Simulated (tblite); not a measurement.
C₈H₅FN (doublet state).
Bonds: C1–C2, C2–C3 (aromatic), C3–C4, C4–N5 (triple), C3–C6 (aromatic), C6–C7 (aromatic), C7–C8 (aromatic), C8–C9 (aromatic), C9–F10, C2–C9 (aromatic). Hydrogens: H11, H12, H13 on C1; H14 on C7; H15 on C8.
Bond orders are those of one Lewis drawing.

Computed with GFN2-xTB (tblite), gas phase: L-BFGS steps from a force-field or distance-geometry start until the largest atomic force falls under 0.01 eV/Å.

The end geometry, which sets the zero of energy:
```
atom  x, y, z in Å
C1     -1.6995   -1.0589    0.0044
C2     -0.3966   -0.3293   -0.0242
C3     -0.3200    1.0289    0.3566
C4     -1.4901    1.7075    0.7695
N5     -2.4398    2.2538    1.1037
C6      0.8993    1.6529    0.3122
C7      2.0681    1.0719   -0.0726
C8      2.0116   -0.2672   -0.4504
C9      0.7934   -0.9270   -0.4170
F10     0.7719   -2.2259   -0.7902
H11    -2.1131   -1.0572    1.0128
H12    -1.5658   -2.0872   -0.3223
H13    -2.4226   -0.5695   -0.6479
H14     3.0015    1.6107   -0.0891
H15     2.8973   -0.7955   -0.7674
```

Task: These geometries come from the run, each turned onto the end geometry. Order them by energy, lowest first.
A.
```
atom  x, y, z in Å
C1     -1.6830   -1.0857   -0.0065
C2     -0.4023   -0.3158   -0.0316
C3     -0.3194    1.0279    0.3626
C4     -1.4859    1.7689    0.7764
N5     -2.4309    2.3402    1.1355
C6      0.8884    1.7102    0.3294
C7      2.0591    1.0657   -0.0752
C8      2.0092   -0.2706   -0.4468
C9      0.7900   -0.9549   -0.4225
F10     0.7594   -2.2407   -0.7904
H11    -2.1073   -1.1111    1.0064
H12    -1.5617   -2.1224   -0.3304
H13    -2.4208   -0.6156   -0.6719
H14     3.0045    1.6028   -0.0901
H15     2.8962   -0.7911   -0.7669
```
B.
```
atom  x, y, z in Å
C1     -1.6972   -1.0724   -0.0003
C2     -0.4022   -0.3294   -0.0238
C3     -0.3262    1.0285    0.3562
C4     -1.4843    1.7243    0.7736
N5     -2.4091    2.3070    1.1157
C6      0.8936    1.6525    0.3113
C7      2.0632    1.0738   -0.0721
C8      2.0062   -0.2657   -0.4489
C9      0.7888   -0.9259   -0.4167
F10     0.7713   -2.2255   -0.7890
H11    -2.1184   -1.0832    1.0043
H12    -1.5446   -2.0973   -0.3292
H13    -2.4286   -0.5972   -0.6532
H14     2.9942    1.6169   -0.0846
H15     2.8890   -0.7983   -0.7651
```
C.
```
atom  x, y, z in Å
C1     -1.6936   -1.0809   -0.0042
C2     -0.4057   -0.3253   -0.0224
C3     -0.3326    1.0343    0.3558
C4     -1.4837    1.7403    0.7769
N5     -2.4046    2.3263    1.1225
C6      0.8922    1.6510    0.3123
C7      2.0597    1.0717   -0.0703
C8      2.0038   -0.2663   -0.4482
C9      0.7846   -0.9214   -0.4141
F10     0.7622   -2.2208   -0.7852
H11    -2.1087   -1.0978    1.0019
H12    -1.5443   -2.1076   -0.3315
H13    -2.4222   -0.6102   -0.6622
H14     2.9964    1.6037   -0.0893
H15     2.8919   -0.7888   -0.7638
```
D.
```
atom  x, y, z in Å
C1     -1.6915   -1.0835   -0.0054
C2     -0.4018   -0.3217   -0.0259
C3     -0.3296    1.0415    0.3609
C4     -1.4856    1.7530    0.7775
N5     -2.4111    2.3302    1.1264
C6      0.8936    1.6658    0.3163
C7      2.0569    1.0742   -0.0703
C8      2.0045   -0.2665   -0.4468
C9      0.7869   -0.9307   -0.4166
F10     0.7608   -2.2334   -0.7885
H11    -2.1064   -1.1043    1.0017
H12    -1.5529   -2.1137   -0.3306
H13    -2.4197   -0.6142   -0.6655
H14     2.9974    1.6004   -0.0902
H15     2.8940   -0.7891   -0.7649
```
E.
```
atom  x, y, z in Å
C1     -1.6946   -1.0843   -0.0055
C2     -0.3940   -0.3302   -0.0318
C3     -0.3294    1.0559    0.3671
C4     -1.4785    1.7524    0.7743
N5     -2.4194    2.3355    1.1302
C6      0.8994    1.6669    0.3155
C7      2.0493    1.0846   -0.0665
C8      1.9987   -0.2720   -0.4465
C9      0.7885   -0.9272   -0.4155
F10     0.7598   -2.2425   -0.7910
H11    -2.1054   -1.1070    1.0010
H12    -1.5561   -2.1162   -0.3303
H13    -2.4179   -0.6163   -0.6660
H14     2.9982    1.5990   -0.0906
H15     2.8970   -0.7906   -0.7663
```

Result: B (0.002 eV), C (0.006 eV), D (0.014 eV), E (0.068 eV), A (0.138 eV).

In the order of the answer:

| step | E above end (eV) | largest force (eV/Å) | rms force component (eV/Å) | rms distance from end (Å) | rms bond change (Å) | bond most changed (Å) |
| --- | --- | --- | --- | --- | --- | --- |
| 14 | 0.002 | 0.04 | 0.016 | 0.022 | 0.000 | C6–C7 -0.001 |
| 6 | 0.006 | 0.11 | 0.041 | 0.031 | 0.001 | C6–C7 -0.002 |
| 4 | 0.014 | 0.29 | 0.079 | 0.034 | 0.003 | C2–C3 +0.006 |
| 2 | 0.068 | 2.14 | 0.565 | 0.036 | 0.013 | C2–C3 +0.031 |
| 0 | 0.138 | 2.03 | 0.617 | 0.042 | 0.016 | C6–C7 +0.035 |

The cost below is that of the whole relaxation. Time: 0.62 s wall. Hardware: one thread, Intel Xeon at 2.50 GHz (x86_64), no GPU, shared host with 64 logical CPUs at a one-minute load of 62.
